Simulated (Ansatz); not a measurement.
Basis-set extrapolation for CH$_{6}$Cl$_{2}$FNSi$_{2}$, SMILES `C[SiH](F)N[SiH](Cl)Cl` (PBE0-D4/def2-TZVP geometry, frozen core, Ansatz). Multiplicity 1, RHF reference.

```tsv
	def2-TZVPP	def2-QZVPP
HF	-1692.518715	-1692.572387
MP2 correlation	-1.247065	-1.356865
CCSD(T) correlation	-1.363707	not run
```

Energies in hartree. Use E(X) = E(∞) + A·exp(−7.88·√X) for Hartree–Fock and E(X) = E(∞) + B·X^(−2.97) for correlation, with X = 3 and 4, and add CCSD(T) minus MP2 of the smaller set to the MP2 limit.

**Question.** What is the CCSD(T) energy at the basis-set limit?

**Answer.** HF limit: -1692.572387 + (-0.053672) × 0.13774 = -1692.57978. MP2 limit: -1.356865 + (-0.109800) × 0.74074 = -1.43820. Higher-order term: -1.363707 − (-1.247065) = -0.11664. Total: -1694.13462 hartree, 158.3 kcal/mol below CCSD(T)/def2-TZVPP.
